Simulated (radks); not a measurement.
Q: The mean radii <r> (bohr) of the occupied orbitals of an atom or ion are listed with their occupations. Method: Dirac Kohn-Sham, PBE, spin-unpolarised, spherical densities, finite nucleus; Fermi nuclear charge, rms radius of each element as measured or else 0.836 A^(1/3) + 0.57 fm; computed with a radial shooting solver on a logarithmic mesh with Libxc functionals.

orbital      occ.      <r>
1s1/2           2  0.02112
2s1/2           2  0.08922
2p1/2           2  0.07437
2p3/2           4  0.08143
3s1/2           2   0.2341
3p1/2           2   0.2237
3p3/2           4   0.2371
3d3/2           4   0.2096
3d5/2           6   0.2137
4s1/2           2   0.5296
4p1/2           2   0.5398
4p3/2           4   0.5701
4d3/2           4   0.6008
4d5/2           6   0.6114
5s1/2           2    1.212
5p1/2    0.666667    1.308
5p3/2     1.33333    1.373
4f5/2     3.85714   0.7472
4f7/2     5.14286   0.7548

Name the element and its charge. Open shells, if any, are shared by 2j + 1.

A: Z = 66, dysprosium, charge +7: Dy7+ in [Kr] 4d10 4f9 5s2 5p2. The 1s radius gives Z: for a bare nucleus <r> = (2 gamma + 1)/(2Z) with gamma = sqrt(1 - (Z/c)^2), 0.02085 bohr for Z = 66, and screening makes it slightly larger (0.02112 here). The occupations add up to 59, and the charge is Z minus that.
